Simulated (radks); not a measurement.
Task: The table gives one normalised radial function P(r) = r R(r) of Sb8+ in [Kr] 4d7 (r in bohr). Calculated with a radial shooting solver on a logarithmic mesh with Libxc functionals: non-relativistic Kohn-Sham, LB94 model potential, spin-polarised, spherical densities, point nucleus; open shells are filled with parallel spins first (spin-orbit coupling, left out, can overturn this in heavy ions); relativity is left out, which matters for an element this heavy.

r           P
0.003104   0.1252
0.004009   0.1540
0.005179   0.1866
0.00669    0.2216
0.008573   0.2547
0.01107    0.2830
0.01431    0.2970
0.01848    0.2852
0.02387    0.2338
0.03083    0.1304
0.03983   -0.0282
0.05145   -0.2245
0.06646   -0.4085
0.08585   -0.4957
0.1109    -0.3932
0.1433    -0.0635
0.1851     0.3942
0.239      0.7239
0.3088     0.6363
0.3989     0.0488
0.5111    -0.7262
0.6603    -1.2566
0.8529    -1.2388
1.102     -0.8188
1.423     -0.3637
1.838     -0.1019
2.375     -0.0162
3.068     -0.0012

Which n and l does it have? It may be an empty orbital.

Result: n = 4, l = 0: the number of nodes gives n - l - 1 = 3, the rise at small r (about r^(l+1)) gives l, and the extent must fit the shell. The curve is that of 4s up; the table hardly tells the two spins apart. 4s up: eigenvalue -273.16 eV, 3 radial nodes at r = 0.0383, 0.149, 0.405 bohr, <r> = 0.804 bohr, 90 % of the charge inside 1.16 bohr.
